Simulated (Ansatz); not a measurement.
Ansatz (a first-principles code) input:

Ansatz 0.2 input:
```yaml
crystal:
  periodic: [false, false, false]
  atoms:
    - {symbol: C, position_ang: [2.03662140, 0.19855848, -1.01463783]}
    - {symbol: In, position_ang: [0.00172260, 0.04955240, -0.31937012]}
    - {symbol: C, position_ang: [-2.02560350, 0.12362542, -1.04803333]}
    - {symbol: Cl, position_ang: [-0.01097697, -0.31908239, 2.04799090]}
    - {symbol: H, position_ang: [2.51022572, 1.03865786, -0.50798236]}
    - {symbol: H, position_ang: [2.08650167, 0.34123262, -2.09207398]}
    - {symbol: H, position_ang: [2.56051797, -0.71494504, -0.73630646]}
    - {symbol: H, position_ang: [-2.06360315, 0.29795289, -2.12129673]}
    - {symbol: H, position_ang: [-2.54805584, 0.92293621, -0.52397311]}
    - {symbol: H, position_ang: [-2.50949245, -0.82260475, -0.80904945]}
basis:
  gaussian:
    orbitals: def2-TZVPP
hamiltonian:
  xc: pbe
magnetization: {spin_polarized: false}
correlation: {method: rpa, electrons: outside_noble_gas}
```

Predict the final energy.

-729.04611 Eh (RPA@PBE/def2-TZVPP). The basis has 238 functions.
